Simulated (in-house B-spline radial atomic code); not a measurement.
**Ionising P III (P2+) with different functionals**

Computed with a radial B-spline atomic code at the basis-set limit: four-component Dirac-Coulomb Hamiltonian, Fermi nucleus of rms radius 3.1889 fm, spin-restricted, spherical fractional occupations for the functionals, and exact exchange of hybrids averaged over the configuration. The ionisation energy is the difference of two self-consistent energies, [Ne] 3s2 3p1 → [Ne] 3s2, without Breit or QED terms; ε is the level of the shell that loses the electron (mean over j). The electron is taken from both j subshells in proportion to 2j + 1, so the result is a j average, not the step between ground levels.

```json
{"method": "BHandHLYP", "rung": "global hybrid", "ΔSCF (eV)": "?", "-ε(3p) (eV)": "?"}
{"method": "B97-1", "rung": "global hybrid", "ΔSCF (eV)": "?", "-ε(3p) (eV)": "?"}
{"method": "B3LYP", "rung": "global hybrid", "ΔSCF (eV)": "29.95", "-ε(3p) (eV)": "25.59"}
{"method": "CAM-B3LYP", "rung": "range-separated hybrid", "ΔSCF (eV)": "30.00", "-ε(3p) (eV)": "27.37"}
```

**Question.** What does B97-1 give?

**Answer.** ΔSCF 29.80 eV, and -ε(3p) = 25.55 eV.

**Question.** What does BHandHLYP give?

**Answer.** ΔSCF 29.95 eV, and -ε(3p) = 27.32 eV.

**Question.** Among the functionals, which spreads more, the ΔSCF values or the orbital energies?

**Answer.** The orbital energies: ΔSCF values span about 0.21 eV and the orbital energies 1.82 eV; here energy differences depend much less on the functional than eigenvalues do.

**Question.** How do they compare with the NIST value?

**Answer.** NIST lists 30.203 eV (measured, ground level to ground level). Errors run from -0.41 to -0.20 eV; CAM-B3LYP is closest (-0.20 eV), but part of that can be cancellation, since the calculations leave out Breit-QED terms, spin polarisation, the choice among j levels, multiplet and fine-structure energies.
